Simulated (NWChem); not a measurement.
System: CH$_{3}$FO$_{3}$Si; SMILES O=C(O)[Si@H](O)F

The following NWChem deck was run.

```
start job
memory heap 200 mb stack 900 mb global 1100 mb
geometry units angstroms noautosym nocenter noautoz
  O      1.142866    -1.351777     0.581191
  C      0.111562    -1.039479     0.001523
  O     -0.832544    -1.928949    -0.361792
  Si    -0.204893     0.823418    -0.393079
  O      1.288080     1.489722    -0.125837
  F     -1.319678     1.354350     0.679895
  H     -0.515136    -2.815431    -0.063219
  H     -0.704913     1.154557    -1.754371
  H      1.831026     0.868201     0.404576
end
basis spherical
  O library def2-svp
  C library def2-svp
  Si library def2-svp
  F library def2-svp
  H library def2-svp
end
dft
  xc pbe0
  iterations 150
end
cosmo
  do_cosmo_smd true
  solvent chcl3
end
task dft energy
```

Parts of the log:

```
             Northwest Computational Chemistry Package (NWChem) 7.3.0
             --------------------------------------------------------

                             Geometry "geometry" -> ""
                             -------------------------

 Output coordinates in angstroms (scale by  1.889725989 to convert to a.u.)

  No.       Tag          Charge          X              Y              Z
 ---- ---------------- ---------- -------------- -------------- --------------
    1 O                    8.0000     1.14286600    -1.35177700     0.58119100
    2 C                    6.0000     0.11156200    -1.03947900     0.00152300
    3 O                    8.0000    -0.83254400    -1.92894900    -0.36179200
    4 Si                  14.0000    -0.20489300     0.82341800    -0.39307900
    5 O                    8.0000     1.28808000     1.48972200    -0.12583700
    6 F                    9.0000    -1.31967800     1.35435000     0.67989500
    7 H                    1.0000    -0.51513600    -2.81543100    -0.06321900
    8 H                    1.0000    -0.70491300     1.15455700    -1.75437100
    9 H                    1.0000     1.83102600     0.86820100     0.40457600

 Effective nuclear repulsion energy (a.u.)     308.5620504163

                                 NWChem DFT Module
                                 -----------------

 Summary of "ao basis" -> "ao basis" (spherical)
 ------------------------------------------------------------------------------
       Tag                 Description            Shells   Functions and Types
 ---------------- ------------------------------  ------  ---------------------
 O                          def2-svp                 6       14   3s2p1d
 C                          def2-svp                 6       14   3s2p1d
 Si                         def2-svp                 8       18   4s3p1d
 F                          def2-svp                 6       14   3s2p1d
 H                          def2-svp                 3        5   2s1p

 in cosmo_initialize ...
 calling solv_data for solv:chcl3

 solvent parameters
 solvname_short: chcl3
 solvname_long:  chloroform
 dielec:        4.7113
 dielecinf:     2.0906
 nonaqueous SMD model solvent descriptors
 dielec:        4.7113
 sola:          0.1500
 solb:          0.0200
 solc:          0.0000
 solg:         38.3900
 solh:          0.7500
 soln:          1.4459

          ---------------
          -cosmo- solvent
          ---------------
 Cosmo: York-Karplus, doi: 10.1021/jp992097l
 dielectric constant -eps-     =   4.71
 screen = (eps-1)/(eps    )    =   0.78774
 surface charge correction     = lagrangian

   van der Waals surface
 --------------------------

 ---------- ATOMIC COORDINATES (A.U.) ------------ VDWR(ANG.) --
     1    2.15970358   -2.55448813    1.09829174     2.024
     2    0.21082161   -1.96433048    0.00287805     1.850
     3   -1.57328003   -3.64518506   -0.68368774     2.024
     4   -0.38719163    1.55603439   -0.74281160     2.470
     5    2.43411825    2.81516638   -0.23779745     2.024
     6   -2.49382981    2.55935039    1.28481525     1.730
     7   -0.97346589   -5.32039313   -0.11946659     1.200
     8   -1.33209242    2.18179637   -3.31528047     1.200
     9    3.46013742    1.64066199    0.76453778     1.200
 number of segments per atom =        128
 number of   points per atom =        128
 atom (   nspa,  nppa )
 ----------------------
    1 (     79,     0 )       0
    2 (      8,     0 )       0
    3 (     80,     0 )       0
    4 (     60,     0 )       0
    5 (     71,     0 )       0
    6 (     67,     0 )       0
    7 (     29,     0 )       0
    8 (     33,     0 )       0
    9 (     22,     0 )       0
 number of -cosmo- surface points =      449
 molecular surface =    141.370 angstrom**2
 molecular volume  =    126.916 angstrom**3
 -lineq- algorithm             =   0
 -bem- low  level              =   3
 -bem- from -octahedral-
 gaussian surface charge width =   4.50000
 degree of switching           =   1.00000
 switching function tolerance  =   0.00010
 atomic radii =
 --------------
    1  8.000  2.024
    2  6.000  1.850
    3  8.000  2.024
    4 14.000  2.470
    5  8.000  2.024
    6  9.000  1.730
    7  1.000  1.200
    8  1.000  1.200
    9  1.000  1.200
 ...... end of -cosmo- initialization ......

 nat:                     9
 ixmem:                  4523
 calling mnsol_interface()
 G(SMD-CDS) energy (kcal/mol)  =     0.928
 SMD-CDS SASA (angstrom**2)    =   143.600

            General Information
            -------------------
          SCF calculation type: DFT
          Wavefunction type:  closed shell.
          No. of atoms     :     9
          No. of electrons :    56
           Alpha electrons :    28
            Beta electrons :    28
          Charge           :     0
          Spin multiplicity:     1
          Use of symmetry is: off; symmetry adaption is: off
          Maximum number of iterations: 150
          AO basis - number of functions:   103
                     number of shells:    47
          Convergence on energy requested:  1.00D-06
          Convergence on density requested:  1.00D-05
          Convergence on gradient requested:  5.00D-04

              XC Information
              --------------
                         PBE0 Method XC Functional
                     Hartree-Fock (Exact) Exchange  0.250
          PerdewBurkeErnzerhof Exchange Functional  0.750
            Perdew 1991 LDA Correlation Functional  1.000 local
           PerdewBurkeErnz. Correlation Functional  1.000 non-local

             Grid Information
             ----------------
          Grid used for XC integration:  medium
          Radial quadrature: Mura-Knowles
          Angular quadrature: Lebedev.
          Tag              B.-S. Rad. Rad. Pts. Rad. Cut. Ang. Pts.
          ---              ---------- --------- --------- ---------
          O                   0.60       49          12.0       434
          C                   0.70       49           9.0       434
          Si                  1.10       88          10.0       590
          F                   0.50       49          11.0       434
          H                   0.35       45          11.0       434
          Grid pruning is: on
          Number of quadrature shells:   468
          Spatial weights used:  Erf1

      Superposition of Atomic Density Guess
      -------------------------------------

 Sum of atomic energies:        -651.22716487

      Non-variational initial energy
      ------------------------------

 Total energy =    -653.068010
 1-e energy   =   -1514.886537
 2-e energy   =     553.256477
 HOMO         =      -0.333142
 LUMO         =      -0.015475

   convergence    iter        energy       DeltaE   RMS-Dens  Diis-err
 ---------------- ----- ----------------- --------- --------- ---------
     COSMO gas phase
 d= 0,ls=0.0,diis     1   -653.9680285187 -9.63D+02  1.98D-02  1.71D+00
 d= 0,ls=0.0,diis     2   -653.5986818724  3.69D-01  1.28D-02  5.89D+00
 d= 0,ls=0.0,diis     3   -654.1484943397 -5.50D-01  3.04D-03  1.65D-01
 d= 0,ls=0.0,diis     4   -654.1589290148 -1.04D-02  1.19D-03  6.08D-02
 d= 0,ls=0.0,diis     5   -654.1646971785 -5.77D-03  1.24D-04  3.90D-04
  Resetting Diis
 d= 0,ls=0.0,diis     6   -654.1647283685 -3.12D-05  4.17D-05  4.04D-05
 d= 0,ls=0.0,diis     7   -654.1647317759 -3.41D-06  3.12D-05  5.67D-06
 d= 0,ls=0.0,diis     8   -654.1647309994  7.76D-07  1.87D-05  1.45D-05
 d= 0,ls=0.0,diis     9   -654.1647322967 -1.30D-06  2.16D-06  1.08D-07
 d= 0,ls=0.0,diis    10   -654.1647323051 -8.49D-09  8.25D-07  1.71D-08

   convergence    iter        energy       DeltaE   RMS-Dens  Diis-err
 ---------------- ----- ----------------- --------- --------- ---------
     COSMO solvation phase
 d= 0,ls=0.0,diis     1   -654.1721329443 -7.40D-03  8.43D-04  2.06D-03
 d= 0,ls=0.0,diis     2   -654.1725750729 -4.42D-04  2.64D-04  1.29D-03
 d= 0,ls=0.0,diis     3   -654.1726460409 -7.10D-05  1.31D-04  5.07D-04
 d= 0,ls=0.0,diis     4   -654.1726892000 -4.32D-05  4.37D-05  5.61D-05
 d= 0,ls=0.0,diis     5   -654.1726940039 -4.80D-06  1.36D-05  6.18D-06
 d= 0,ls=0.0,diis     6   -654.1726945682 -5.64D-07  2.59D-06  9.20D-08

         Total DFT energy =     -654.172694568242
      One electron energy =    -1517.742541140700
           Coulomb energy =      618.453330343348
    Exchange-Corr. energy =      -63.238157190241
 Nuclear repulsion energy =      308.562050416279

             COSMO energy =       -0.207376996928

 Numeric. integr. density =       56.000000492249

                                COSMO-SMD solvation results
                                ---------------------------

             internal energy in gas <Psi(g)|H|Psi(g)> =      -654.164732305143
         internal energy in solvent <Psi(s)|H|Psi(s)> =      -654.164124015524
                               delta internal energy  =         0.000608289619 (    0.38 kcal/mol)
   total free energy in solvent <Psi(s)|H+V/2|Psi(s)> =      -654.174173170120
 polarization energy contribution <Psi(s)|V/2|Psi(s)> =        -0.010049154596 (   -6.31 kcal/mol)
    total free energy in solvent including G(SMD-CDS) =      -654.172694568242
                       G(SMD-CDS) energy contribution =         0.001478601878 (    0.93 kcal/mol)
     1 M fixed-concentration free energy of solvation =        -0.007962263099 (   -5.00 kcal/mol)

                       DFT Final Molecular Orbital Analysis
                       ------------------------------------

 Vector   26  Occ=2.000000D+00  E=-3.586090D-01
              MO Center=  6.6D-01,  4.9D-01, -1.3D-01, r^2= 3.7D+00
   Bfn.  Coefficient  Atom+Function         Bfn.  Coefficient  Atom+Function
  ----- ------------  ---------------      ----- ------------  ---------------
    66      0.413746  5 O  pz                69      0.302571  5 O  pz
    34     -0.239555  3 O  pz                65      0.209388  5 O  py
     6      0.189259  1 O  pz                37     -0.184999  3 O  pz
    68      0.164271  5 O  py                 9      0.141896  1 O  pz
    64     -0.130981  5 O  px                95      0.122936  8 H  s

 Vector   27  Occ=2.000000D+00  E=-3.499653D-01
              MO Center=  4.3D-01, -7.2D-01,  3.0D-02, r^2= 3.7D+00
   Bfn.  Coefficient  Atom+Function         Bfn.  Coefficient  Atom+Function
  ----- ------------  ---------------      ----- ------------  ---------------
    34     -0.342485  3 O  pz                 6      0.332718  1 O  pz
    66     -0.273190  5 O  pz                37     -0.264178  3 O  pz
     9      0.240457  1 O  pz                69     -0.202700  5 O  pz
    32      0.177004  3 O  px                 4     -0.174618  1 O  px
    65     -0.156527  5 O  py                35      0.139375  3 O  px

 Vector   28  Occ=2.000000D+00  E=-2.993674D-01
              MO Center=  5.2D-01, -9.4D-01,  1.9D-01, r^2= 2.6D+00
   Bfn.  Coefficient  Atom+Function         Bfn.  Coefficient  Atom+Function
  ----- ------------  ---------------      ----- ------------  ---------------
     5      0.508250  1 O  py                 8      0.383893  1 O  py
    51      0.188460  4 Si py                17     -0.182452  2 C  s
    31      0.173354  3 O  s                 19     -0.171728  2 C  py
    32      0.163522  3 O  px                94      0.130687  8 H  s
    35      0.124754  3 O  px                45     -0.122474  4 Si s

 Vector   29  Occ=0.000000D+00  E=-3.648347D-02
              MO Center=  1.9D-01, -7.3D-01, -2.4D-02, r^2= 2.5D+00
   Bfn.  Coefficient  Atom+Function         Bfn.  Coefficient  Atom+Function
  ----- ------------  ---------------      ----- ------------  ---------------
    20      0.398909  2 C  pz                23      0.383972  2 C  pz
     9     -0.324426  1 O  pz                 6     -0.312079  1 O  pz
    55      0.251461  4 Si pz                53     -0.222738  4 Si px
    37     -0.212002  3 O  pz                34     -0.210068  3 O  pz
    18     -0.208666  2 C  px                21     -0.170552  2 C  px

 Vector   30  Occ=0.000000D+00  E= 4.778736D-02
              MO Center=  1.4D-01,  7.7D-01, -2.7D-01, r^2= 4.3D+00
   Bfn.  Coefficient  Atom+Function         Bfn.  Coefficient  Atom+Function
  ----- ------------  ---------------      ----- ------------  ---------------
    54      0.782135  4 Si py                63     -0.709773  5 O  s
    17      0.594202  2 C  s                 53      0.508077  4 Si px
   100      0.432536  9 H  s                 90     -0.235647  7 H  s
     3     -0.231589  1 O  s                 62     -0.177891  5 O  s
    50      0.161125  4 Si px                51      0.160955  4 Si py

 Vector   31  Occ=0.000000D+00  E= 7.317915D-02
              MO Center= -3.3D-01, -3.9D-01, -2.8D-01, r^2= 7.0D+00
   Bfn.  Coefficient  Atom+Function         Bfn.  Coefficient  Atom+Function
  ----- ------------  ---------------      ----- ------------  ---------------
    46      0.744785  4 Si s                 90      0.747232  7 H  s
    95     -0.742239  8 H  s                 53     -0.697744  4 Si px
   100      0.479751  9 H  s                 31     -0.426196  3 O  s
    77     -0.363579  6 F  s                 54      0.338942  4 Si py
    36      0.226396  3 O  py                63     -0.210675  5 O  s

     Multipole analysis of the density
     ---------------------------------

     L   x y z        total         alpha         beta         nuclear
     -   - - -        -----         -----         ----         -------
     0   0 0 0     -0.000000    -28.000000    -28.000000     56.000000

     1   1 0 0     -0.065082      0.608113      0.608113     -1.281308
     1   0 1 0     -0.950940     -2.704802     -2.704802      4.458663
     1   0 0 1     -0.386149     -0.155818     -0.155818     -0.074514

     2   2 0 0    -32.287078   -104.917814   -104.917814    177.548549
     2   1 1 0      1.402348      2.626036      2.626036     -3.849724
     2   1 0 1      0.680560     -2.320456     -2.320456      5.321472
     2   0 2 0    -27.618648   -200.641120   -200.641120    373.663591
     2   0 1 1     -0.225576     -0.199229     -0.199229      0.172882
     2   0 0 2    -29.767110    -38.890162    -38.890162     48.013214
```

Level: PBE0/def2-SVP, SMD on the gas-phase geometry. Coordinates come from a PBE-D3(BJ)/def2-SVP optimisation. Solvent: chloroform.
